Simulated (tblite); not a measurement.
C7H10P (charge -1).
Structure used (GFN2-xTB), in Å, numbered top down from 1:
```xyz
18
C7H10P angstrom
C     -2.5309    0.9154   -0.0063
C     -1.8016   -0.1887   -0.7777
C     -0.4793   -0.5205   -0.1463
C     -0.2969   -1.5191    0.7883
P      1.3442   -1.6261    1.3701
C      1.7875   -0.2842    0.3262
C      3.1718    0.2893    0.2313
C      0.7094    0.1782   -0.4017
H     -1.9212    1.8169    0.0186
H     -2.7029    0.5956    1.0198
H     -3.4939    1.1558   -0.4641
H     -2.4358   -1.0819   -0.8008
H     -1.6496    0.1412   -1.8127
H     -1.0793   -2.1833    1.1343
H      3.1755    1.3544    0.4863
H      3.5713    0.1915   -0.7841
H      3.8446   -0.2288    0.9139
H      0.7783    1.0007   -1.1068
```

Computed values, GFN2-xTB/tblite, gas phase, harmonic and unscaled. This tight-binding method is rough: wavenumbers can miss measured ones by several per cent, in bad cases by 10 to 20. One conformer, not necessarily the lowest.

Harmonic wavenumbers (cm⁻¹): 37.0, 83.5, 119.9, 189.3, 225.6, 255.0, 326.0, 349.4, 434.2, 514.9, 548.6, 604.8, 729.3, 733.8, 772.7, 810.9, 903.2, 929.4, 988.5, 1025.8, 1034.0, 1054.0, 1071.5, 1137.0, 1173.9, 1226.3, 1253.7, 1317.0, 1387.7, 1396.3, 1424.7, 1438.5, 1492.6, 1503.1, 1504.7, 1510.4, 1512.9, 1518.7, 2900.6, 2902.8, 2924.5, 2925.9, 2953.8, 2979.4, 3001.0, 3004.8, 3017.5, 3024.5.

A = 3308, B = 1130, C = 909.4 MHz; mass 125.052 u (most abundant isotopes); point group C1, symmetry number 1.

Question: Zero-point energy?

Answer: ½Σν̃ = 32087 cm⁻¹ = 91.74 kcal/mol.

Question: Entropy at 298.15 K, 1 bar (ideal gas, RRHO, classical rotation)?

Answer: Translation 40.41, rotation 28.94, vibration 25.05: S = 94.4 cal/(mol K).

Question: And Cp and H(298.15 K) − H(0)?

Answer: Cp = 34.57 cal/(mol K), of which vibrations give 26.62 (their classical limit is 48 R = 95.4); H(298.15 K) − H(0) = 6.30 kcal/mol without the zero-point energy, 3.93 from vibrations.

Question: Blend soft modes into free rotors: weight 1/[1 + (100 cm⁻¹/ν̃)⁴] for the oscillator and the rest for a rotor with moment μB/(μ + B), μ = h/(8π²ν), B = 10⁻⁴⁴ kg m². What vibrational entropy results?

Answer: 22.86 cal/(mol K) in place of 25.05, which changes −T·S at 298.15 K by +0.65 kcal/mol.

Question: Which modes carry the vibrational entropy at 298.15 K?

Answer: 37.0 cm⁻¹: 5.41; 83.5 cm⁻¹: 3.81; 119.9 cm⁻¹: 3.10; 189.3 cm⁻¹: 2.23; 225.6 cm⁻¹: 1.91; 255.0 cm⁻¹: 1.70 cal/(mol K); the other 42 give 6.88 together.

Question: How do the functions run with temperature in this model?

Answer: 
```
T (K)  S (cal/(mol K))  Cp (cal/(mol K))  H − H(0) (kcal/mol)  G − H(0) (kcal/mol)  ln q(vib)
  150             75.8              21.3                 2.18                -9.19       2.69
  250             88.7              30.1                 4.74               -17.44       4.91
  400            105.9              44.0                10.30               -32.05       8.25
  600            126.7              58.9                20.68               -55.35      12.73
  900            153.6              73.6                40.74               -97.52      19.21
```

q(vib) and H(0) count from the zero-point level.

Hindered rotation and anharmonicity are outside this model. Other conformers, if any are populated, would add a mixing term that is left out. The structure is chiral; the term R ln 2 for an equal mix with its mirror image is left out.
